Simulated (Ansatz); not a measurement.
Species: C₄H₁₂O₂Sn, SMILES `C[O][Sn]([CH3])([CH3])[O]C` (C–O–Sn–O torsion 59°, O–Sn–O–C torsion 58°) (charge 0, multiplicity 1).

Give a relaxed geometry from r2SCAN-D4/def2-SVP (Ansatz, an electronic-structure program).

This is not unique; one that fits is the end point of this relaxation, one of several conformers (outside a Z-matrix the atoms follow the SMILES, hydrogens last).
Z-matrix (Å, degrees):
```
Sn
O 1 2.0010
C 2 1.4047 1 119.64
H 3 1.1048 2 108.86 1 178.99
H 3 1.1092 4 107.44 2 -122.64
H 3 1.1111 4 106.97 5 -114.73
O 1 2.0011 2 104.92 3 58.47
C 7 1.4047 1 119.62 2 58.61
H 8 1.1048 7 108.86 1 178.91
H 8 1.1093 9 107.44 7 -122.64
H 8 1.1111 9 106.98 10 -114.73
C 1 2.1417 2 102.44 3 174.57
H 12 1.0989 1 110.78 2 112.29
H 12 1.0991 13 109.64 1 118.61
H 12 1.0992 13 109.37 14 120.39
C 1 2.1418 2 111.18 3 -51.51
H 16 1.0990 1 110.86 2 -132.70
H 16 1.0992 17 109.70 1 118.66
H 16 1.0993 17 109.38 18 120.38
```
